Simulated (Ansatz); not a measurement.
Consider the substitution at a C–B bond: `N#CC[BH][GaH2]` + HCl → `N#CCCl` + `[BH2][GaH2]`.

Program: Ansatz. Geometries: PBE0-D4/def2-TZVP. ΔE: electronic, gas phase. CBS: MP2 limit from def2 TZ/QZ plus the TZ coupled-cluster correction, frozen cores. This one scheme is used for every species. Functionals use def2-TZVPP. HSE06 is defined as in plane-wave codes. For Ga outer-core shells are correlated without core-valence functions, which leaves a few kJ/mol of doubt a bond. Scalar relativity is left out up to krypton. One conformer a species, not always the lowest.

```tsv
level	ΔE (kJ/mol)	difference from CCSD(T)/CBS
LDA (SPW92)	108.9	6.0
r2SCANh-D4	104.6	1.7
HSE06-D4	104.1	1.2
r2SCAN	102.4	-0.5
RPA@PBE/def2-TZVPP	95.5	-7.4
MP2/def2-SVP	106.6	3.7
CCSD/def2-SVP	103.3	0.4
MP2/def2-QZVPP	104.7	1.8
SCS-MP2/def2-QZVPP	98.3	-4.6
CCSD/CBS(def2)	102.9	0.0
CCSD(T)/CBS	102.9	0
```

Largest T1 diagnostic among the species: 0.014.

From PBE to PBE0 (25 % exact exchange), in def2-TZVPP and without D4, ΔE moves by +3.8 kJ/mol. Leaving LDA and LC-ωPBE aside and taking each functional with its dispersion term where it has one, the values, not all of them listed here, spread over 9.7 kJ/mol, from BLYP-D4 to r2SCAN0-D4. LDA lies +12.0 kJ/mol from PBE without D4. In def2-TZVPP, CCSD(T) changes the Hartree–Fock value by +8.4 kJ/mol (the triples alone add +0.0 kJ/mol) and MP2 by +10.5 kJ/mol.

CCSD(T)/CBS has its own doubt, a few kJ/mol and more with outer-core shells, so smaller differences from it don't rank the levels.
